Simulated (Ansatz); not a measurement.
# 1,2-elimination

Start structure (GeNH5S, closed shell), relaxed at PBE0-D4/def2-TZVP:

```
8
angstrom
Ge 0.1968 0.0062 0.6484
S 2.1190 0.1313 -0.4501
N -1.1457 0.0865 -0.5987
H -1.2018 0.9628 -1.0988
H 0.0167 -1.3342 1.3785
H 0.2728 1.1757 1.6523
H 1.8039 -0.8720 -1.2857
H -2.0616 -0.1561 -0.2460
```

The step: GeNH₅S ([NH2][GeH2][SH]) → GeNH₃ ([NH][GeH2]) + H₂S; bonds formed: S2–H4; bonds broken: Ge1–S2, N3–H4. Program: Ansatz 0.2.0. Basis: def2-TZVPP and def2-QZVPP. Cores are frozen in the correlated methods. Filled d shells of the heavier atoms are correlated. The def2 sets are not built for correlating such inner shells, so the correlated values are less sure here. Extrapolation: Hartree–Fock as exp(−7.88 √X), correlation as X^−2.97. Energies below are by CCSD(T) at an estimated basis limit (MP2 extrapolated from triple and quadruple zeta, plus CCSD(T) − MP2 in triple zeta).

What are the electronic barrier and the energy of the step, from the start structure to the end structure? (To be estimated.)

By the calculation: Barrier 67.50 kcal/mol; step energy 60.22 kcal/mol (uphill); reverse barrier, their difference, 7.28 kcal/mol. Barrier and step energy count from the start structure, the reverse barrier from the end structure.

The saddle point: One imaginary mode of 578i cm⁻¹.
```json
{"pair": "S2–H4", "start (Å)": "3.48", "saddle (Å)": "1.45", "end (Å)": "1.34"}
{"pair": "Ge1–S2", "start (Å)": "2.22", "saddle (Å)": "2.66", "end (Å)": "2.99"}
{"pair": "N3–H4", "start (Å)": "1.01", "saddle (Å)": "1.76", "end (Å)": "3.14"}
```

Zero-point energy (harmonic, PBE0-D4): ZPE is 32.08 kcal/mol at the start and 27.96 kcal/mol at the saddle, so the barrier goes from 67.50 to 63.38 kcal/mol.

First-order rate constant out of the start structure at 298 K by transition-state theory, with harmonic vibrational free energies alone and no tunnelling: ΔA‡ = 63.70 kcal/mol, so k = (kB T/h) exp(−ΔA‡/kB T) ≈ 10^-34 s⁻¹ (an order of magnitude at best: rotation, the number of equivalent paths and anharmonicity are left out).

The T1 diagnostic stays at or below 0.018.

Labels in which every atom is bracketed show which atoms are joined, not bond orders.

For scale, one of the runs: CCSD(T)/def2-TZVPP, 191 basis functions (an equivalent command: `ansatz run in.yaml --threads 4`). The run took 48 s on 4 CPU threads (shared host), with 2 GiB of host memory at its peak.
